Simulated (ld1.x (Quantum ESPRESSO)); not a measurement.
## Pseudopotential generation for Br: TM, PBE, scalar-relativistic.

- Element: bromine (Br)
- Generator: ld1.x (Quantum ESPRESSO) 7.5
- Type: norm-conserving Troullier–Martins (Kleinman–Bylander form)
- Functional: PBE
- Relativity: scalar-relativistic
- Frozen core: [Ar] 3d10
- Valence charge: 7
- Reference configuration: 4s2 4p5
- Partial waves: 4s (bound): rc 1.10 bohr; 4p (bound): rc 1.25 bohr
- Local potential: all-electron potential smoothed inside 0.85 bohr (lloc = -1)
- Core correction: Bessel-smoothed model core inside 1.05 bohr

Poles of the logarithmic derivatives, all-electron (AE) and pseudo (PS). s: poles at no energy (AE) and no energy (PS) Ry. p: poles at no energy (AE) and 1.1 (PS) Ry. Test radius 1.35 bohr.

* Cutoffs needed: 110 Ry and 230 Ry (the cutoffs (Ry, on a coarse ladder) from which the occupation-weighted sum of valence levels, in a spherical-Bessel basis at the reference potential, stays within 10 and 1 mRy of its value at 400 Ry)
* Ghost test: ghost states, extra bound levels that the all-electron valence spectrum of the same l lacks: s at -151.4 eV, d at -3.7 eV; a true bound ghost makes a file unfit for plane-wave use (spherical-Bessel basis up to 400 Ry, 20 bohr box)
* Largest excitation error: +128 meV (all-electron minus pseudo) for 4s2 4p1, out of 7 test configurations
